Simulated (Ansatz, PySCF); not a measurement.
C5H7N, SMILES C=C1C=NCC1. Atoms are numbered in the order given.

```xyz
13

C      0.0285     2.1529     0.0000
C      0.0278     0.8147     0.0000
C     -1.1649    -0.0439     0.0000
N     -0.9423    -1.2994     0.0000
C      0.4950    -1.5239     0.0000
C      1.1925    -0.1460     0.0000
H      0.9560     2.7312     0.0000
H     -0.9113     2.7118     0.0000
H     -2.1878     0.3543     0.0000
H      0.7556    -2.1365    -0.8793
H      0.7556    -2.1365     0.8793
H      1.8312     0.0001     0.8846
H      1.8312     0.0001    -0.8846
```

The structure is a stationary point at PBE0-D3(BJ)/def2-SVP. One conformer was computed; it need not be the lowest.

Two levels are set side by side: PBE-D3(BJ)/def2-SVP (Ansatz, a quantum-chemistry and plane-wave program) and PBE0-D3(BJ)/def2-SVP (Ansatz). Each level has its own optimised geometry; the coordinates shown are those of the second. Frequencies come from the Hessian of PySCF at each geometry. Differences are taken from unrounded values.

```csv
quantity,PBE0-D3(BJ),PBE-D3(BJ),PBE-D3(BJ) minus PBE0-D3(BJ)
mean bond length (Å),1.253,1.262,0.009
bond C1–C2 (Å),1.338,1.351,0.012
bond C2–C3 (Å),1.470,1.473,0.003
bond C2–C6 (Å),1.510,1.519,0.009
bond C3–N4 (Å),1.275,1.291,0.015
bond N4–C5 (Å),1.455,1.466,0.011
bond C5–C6 (Å),1.544,1.555,0.011
bond C1–H7 (Å),1.093,1.101,0.008
bond C1–H8 (Å),1.093,1.101,0.008
bond C3–H9 (Å),1.098,1.106,0.008
bond C5–H10 (Å),1.103,1.112,0.009
bond C5–H11 (Å),1.103,1.112,0.009
bond C6–H12 (Å),1.101,1.109,0.008
bond C6–H13 (Å),1.101,1.109,0.008
highest harmonic wavenumber (cm⁻¹),3268,3174,-94
mean harmonic wavenumber (cm⁻¹),1467,1414,-52
zero-point energy (kcal/mol),69.19,66.72,-2.47
```

GGA bonds tend to be longer and softer than those of functionals with exact exchange. Differences between two approximate levels are no errors against the true value.
